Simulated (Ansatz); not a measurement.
C2H11NSi3, SMILES [SiH3][C@@H]1[SiH2]CN1[SiH3].

Geometry: PBE-D3(BJ)/def2-SVP. The structure was generated by enumeration; whether it is a known compound was not checked.

Two levels are set side by side: PBE/def2-SVPD (Ansatz, a program for electronic structure) and PBE0/def2-SVPD (Ansatz). Energy differences of separate SCF runs at the same geometry; the states with an electron removed or added have multiplicity 2 and 2. Differences are taken from unrounded values.

| quantity | PBE0 | PBE | PBE minus PBE0 |
|---|---|---|---|
| vertical ionisation energy (eV) | 8.07 | 7.93 | -0.14 |
| vertical singlet–triplet gap (eV) | 4.85 | 4.48 | -0.37 |
